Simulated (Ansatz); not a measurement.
Coupled-cluster run, CH6N2O2Si (`N=C(O)[SiH](N)O`).

```yaml
crystal:
  periodic: [false, false, false]
  atoms:
    - {symbol: N, position_ang: [0.864240, 1.786478, 0.558733]}
    - {symbol: C, position_ang: [0.048578, 0.845625, 0.775535]}
    - {symbol: O, position_ang: [-0.510369, 0.721620, 2.003046]}
    - {symbol: Si, position_ang: [-0.530288, -0.491813, -0.444519]}
    - {symbol: N, position_ang: [0.664542, -0.649774, -1.643244]}
    - {symbol: O, position_ang: [-0.778575, -1.851047, 0.442791]}
    - {symbol: H, position_ang: [1.203274, 1.748684, -0.399491]}
    - {symbol: H, position_ang: [-0.160340, 1.446159, 2.544823]}
    - {symbol: H, position_ang: [-1.760311, -0.056584, -1.149295]}
    - {symbol: H, position_ang: [1.578669, -1.018101, -1.434435]}
    - {symbol: H, position_ang: [0.402155, -0.829459, -2.597745]}
    - {symbol: H, position_ang: [-0.944574, -1.706885, 1.377600]}
basis:
  gaussian: {orbitals: def2-TZVPP}
correlation: {method: ccsd_t}
```

```sh
$ ansatz run in.yaml --threads 4 --pin off --events-out ev --progress --plain --max-ram 10444MiB
```

Log, shortened:

```
Functional definition: HF
1703 factors; integrals over basis functions are off by at most 1.0e-3 eV
mean field evaluation 1: about -16024.6892 eV, gradient 5.8e1 eV
mean field evaluation 2: about -16025.0205 eV, gradient 5.8e1 eV
mean field evaluation 4: about -16031.5049 eV, gradient 4.8e0 eV
mean field evaluation 8: about -16031.6058 eV, gradient 5.5e-1 eV
mean field evaluation 16: about -16031.6078 eV, gradient 2.2e-6 eV
mean field -16031.60782857 eV, -589.1507210860 hartree, gradient 2.2e-6 eV, S^2 0.000000; 0 other end points of the search recorded, 0 dependent functions left out
10 core orbitals not correlated: weight in the atoms' cores, before any rotation towards them, 1.000 or more for the frozen orbitals, at most 0.000 for the correlated occupied ones
reference -16031.60782857 eV, -589.1507210860 hartree; 18, 18 occupied and 253, 253 virtual orbitals, 1703 factors
second order -31.83549127 eV of doubles, -0.00000000 eV of singles
cycle   1  -31.67029020 eV  change    1.7e-1 eV  update   1.2e-1
cycle   2  -32.40540191 eV  change   -7.4e-1 eV  update   3.6e-2
cycle   3  -32.58398188 eV  change   -1.8e-1 eV  update   1.9e-2
cycle   4  -32.56381022 eV  change    2.0e-2 eV  update   4.7e-3
cycle   5  -32.56173259 eV  change    2.1e-3 eV  update   2.2e-3
cycle   6  -32.56299360 eV  change   -1.3e-3 eV  update   6.6e-4
cycle   7  -32.56254281 eV  change    4.5e-4 eV  update   2.7e-4
cycle   8  -32.56239596 eV  change    1.5e-4 eV  update   9.3e-5
cycle   9  -32.56242129 eV  change   -2.5e-5 eV  update   4.0e-5
perturbative correction -1.32985322 eV, -0.0488712043 hartree
Total energy: -16065.50010308 eV, -590.3962392011 hartree
```

Run time 4.5 min (4 threads of an Arm Neoverse V2 on a shared host); peak host memory 8.6 GiB.

Correlation energy per correlated electron: -0.941 eV. T1 diagnostic: 0.0132.
